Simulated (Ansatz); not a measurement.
Cost and result up the ladder for Cu2I3 (5 atoms). Charge 0, multiplicity 2. Geometry: B3LYP-D4/def2-SVP.

Cartesian coordinates in Å:
```
Cu 0.087 0.857 0.833
Cu -0.258 -0.868 -0.785
I -2.359 -0.114 0.625
I 0.846 1.387 -1.660
I 1.683 -1.263 0.988
```

Ansatz on 4 threads of Intel Xeon 6975P-C on a shared host. Times are rough, and most runs start from the orbitals of an earlier one. PBE0-D4/def2-TZVP serves as the yardstick here, not as an exact answer. Differences are given only for rows in sets of like size (and for xTB, whose basis is part of the method), since another set adds its own error. Binding counts from free atoms at the same level (Cu doublet, I doublet; other spins of the atoms weren't run), without zero-point energy or a counterpoise term.

In the def2 sets I takes a core potential; there is no spin–orbit coupling. HSE06 is defined as in plane-wave codes, on full-range PBE exchange. Correlated methods freeze 30 core orbitals; core or outer-core shells of I are correlated, in sets that lack core-valence functions. HOMO above LUMO, or a gap near zero within one spin, warns that the state may not be the lowest or that an electron is smeared out. No other spin state of charge 0 was run. Another isomer (doublet) lies 0.47 eV lower at PBE0-D4/def2-TZVP; other spin states weren't run for this one.

Run but left out: HF/STO-3G (⟨S²⟩ 2.77, where a pure state has 0.75).

Correlated methods converge slowly with the basis.

| level | functions | wall time | binding energy per atom (eV) | difference from PBE0-D4/def2-TZVP (eV) | remarks |
| --- | --- | --- | --- | --- | --- |
| PBE-D4/def2-SVP | 140 | 2.4 s | 2.24 | – | – |
| LDA (SPW92)/def2-TZVP | 240 | 2.8 s | 2.37 | 0.49 | gap within one spin near zero |
| PBE-D4/def2-TZVP (with forces) | 240 | 5.5 s | 2.01 | 0.13 | – |
| PBE0-D4/def2-SVP | 140 | 5.5 s | 2.05 | – | – |
| r2SCAN-D4/def2-TZVP | 240 | 11 s | 2.02 | 0.14 | – |
| HSE06-D4/def2-TZVP | 240 | 11 s | 1.88 | 0.00 | – |
| RPA@PBE/def2-TZVP | 240 | 15 s | 1.55 | -0.33 | – |
| MP2/def2-TZVP | 240 | 16 s | 1.81 | -0.07 | – |
| PBE0-D4/def2-TZVP | 240 | 16 s | 1.88 | 0.00 | – |
| B2PLYP/def2-TZVP | 240 | 18 s | 1.73 | -0.14 | – |
